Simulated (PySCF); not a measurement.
An unknown shows these calculated signals:

¹H NMR (500 MHz, computed): δ 10.38 (s, 1H), 8.24 (s, 1H), 4.59 (q, 2H), 1.54 (t, 3H).

¹³C{¹H} NMR (computed): δ 189.3 (CH), 153.0 (C), 140.7 (CH), 52.2 (CH2), 19.4 (CH3).

PySCF 2.14 calculation with GFN2-xTB geometry and shielding tensors at PBE0/pcSseg-1 (GIAO); one conformer, equivalent nuclei averaged, non-relativistic Hamiltonian, no solvent.

Scale: ¹H (σ = 31.72 ppm), ¹³C (σ = 186.93 ppm) vs TMS (reference shieldings calculated alike).

Question: Which of these does the molecule contain: a heteroaromatic ring, a CH3CH2 unit, an aldehyde, an OH group, a tert-butyl group, a (CH3)2CH unit?

Answer: 
- A heteroaromatic ring: yes.
- A CH3CH2 unit: yes (δC 19.4, 52.2; δH 1.54 (t), 4.59 (q)).
- An aldehyde: yes (δC 189.3; δH 10.38 (s)).
- An OH group: no.
- A tert-butyl group: no.
- A (CH3)2CH unit: no.

The data belong to `CCn1ncc(C=O)n1`, C5H7N3O; they needn't prove each group on their own.

Carbon signals by region: 1 in the far downfield region (above 160 ppm), 2 in the sp2 and nitrile region (100–160 ppm), 1 at 50–100 ppm, 1 below 50 ppm. Above 160 ppm: 189.3, aldehyde carbonyl carbon.

Shifts are as computed. Against solution values, carbons near 30 ppm lie about +3 ppm off and those near 130 ppm about +5 ppm. Of 1211 compounds with measured shifts, 218 miss one by over three times the rms of a fit or turn the order of signals round; such compounds aren't used in these exercises. Multiplicities follow the n + 1 count of equivalent neighbours, as no J values were calculated; m marks all less simple cases, F and P coupling included.
